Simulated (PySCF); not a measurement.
Isomers of C4H12NPSi2, mass 161.025 u with the commonest isotopes. The calculation used PBE0/pcSseg-1 in PySCF (dipole) on a GFN2-xTB geometry, gas phase. One conformer each, none proved a minimum here; rigid rotors.

Task: Order these by rotational constant B, smallest first.
A. `[CH2:1]=[CH:2][N:3]1[CH2:4][SiH2:5][Si@H:6]([PH2:7])[CH2:8]1` with C1–C2–N3–C4 149°, Si5–Si6–P7–H 69° and -24°, C2–N3–C4–Si5 -86°, N3–C4–Si5–Si6 -29°, C4–Si5–Si6–P7 116°, Si5–Si6–C8–N3 27°
B. `[CH3:1][C:2]#[C:3][Si@H:4]([PH2:5])[CH2:6][NH:7][SiH3:8]` with C3–Si4–P5–H 46° and -47°, C3–Si4–C6–N7 -178°, Si4–C6–N7–Si8 150°
C. `[CH:1]#[C:2][Si@@:3]([NH2:4])([PH2:5])[CH2:6][CH2:7][SiH3:8]` with C2–Si3–N4–H -63° and 79°, C2–Si3–P5–H 56° and -37°, C2–Si3–C6–C7 -151°, Si3–C6–C7–Si8 -70°

Result: B (486.9 MHz), C (709.4 MHz), A (1045 MHz).

Task: Order these by radius of gyration √(Σ m r²/M), largest first.
A. `[CH2:1]=[CH:2][N:3]1[CH2:4][SiH2:5][Si@H:6]([PH2:7])[CH2:8]1` with C1–C2–N3–C4 149°, Si5–Si6–P7–H 69° and -24°, C2–N3–C4–Si5 -86°, N3–C4–Si5–Si6 -29°, C4–Si5–Si6–P7 116°, Si5–Si6–C8–N3 27°
B. `[CH3:1][C:2]#[C:3][Si@H:4]([PH2:5])[CH2:6][NH:7][SiH3:8]` with C3–Si4–P5–H 46° and -47°, C3–Si4–C6–N7 -178°, Si4–C6–N7–Si8 150°
C. `[CH:1]#[C:2][Si@@:3]([NH2:4])([PH2:5])[CH2:6][CH2:7][SiH3:8]` with C2–Si3–N4–H -63° and 79°, C2–Si3–P5–H 56° and -37°, C2–Si3–C6–C7 -151°, Si3–C6–C7–Si8 -70°

Result: B (2.871 Å), C (2.376 Å), A (2.162 Å).

Task: Order these by rotational constant A, smallest first.
A. `[CH3:1][C:2]#[C:3][Si@H:4]([PH2:5])[CH2:6][NH:7][SiH3:8]` with C3–Si4–P5–H 46° and -47°, C3–Si4–C6–N7 -178°, Si4–C6–N7–Si8 150°
B. `[CH2:1]=[CH:2][N:3]1[CH2:4][SiH2:5][Si@H:6]([PH2:7])[CH2:8]1` with C1–C2–N3–C4 149°, Si5–Si6–P7–H 69° and -24°, C2–N3–C4–Si5 -86°, N3–C4–Si5–Si6 -29°, C4–Si5–Si6–P7 116°, Si5–Si6–C8–N3 27°
C. `[CH:1]#[C:2][Si@@:3]([NH2:4])([PH2:5])[CH2:6][CH2:7][SiH3:8]` with C2–Si3–N4–H -63° and 79°, C2–Si3–P5–H 56° and -37°, C2–Si3–C6–C7 -151°, Si3–C6–C7–Si8 -70°

Result: B (1430 MHz), A (1602 MHz), C (1653 MHz).

| SMILES | point group | Ia (u·Å²) | Ib (u·Å²) | Ic (u·Å²) | κ | μa (D) | μb (D) | μc (D) |
| --- | --- | --- | --- | --- | --- | --- | --- | --- |
| C=CN1C[SiH2][Si@H](P)C1 | C1 | 353.45 | 483.65 | 668.84 | -0.14 | 1.10 | 1.47 | 0.25 |
| CC#C[Si@H](P)CN[SiH3] | C1 | 315.43 | 1037.91 | 1300.66 | -0.84 | 2.47 | 0.95 | 1.00 |
| C#C[Si@@](N)(P)CC[SiH3] | C1 | 305.73 | 712.42 | 799.51 | -0.85 | 1.63 | 1.04 | 0.34 |
